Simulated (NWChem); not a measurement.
# CHOS cation; SMILES [OH+]=C=S

```xyz
4

O     -0.1183     1.6407     0.0000
C      0.0035     0.4198     0.0000
S      0.0224    -1.0742     0.0000
H      0.6846     2.2048     0.0000
```
Atoms are numbered in this order, from 1.

All runs: NWChem. Pople sets run with spherical d functions. Geometry: optimised at PBE0-D3(BJ)/def2-TZVP. Vzz is the largest principal value of the second derivative of the potential at the nucleus (NWChem prints the opposite sign); η is the asymmetry. Non-relativistic.

For level PBE0/cc-pVTZ:

| Quantity | Value |
|---|---|
| Vzz S3 (a.u.) | -0.681 |
| η S3 | 0.39 |

Problem. How do the values read with level PBE0/6-31G* instead?

Solution. 
- Vzz S3 (a.u.): -0.921
- η S3: 0.93
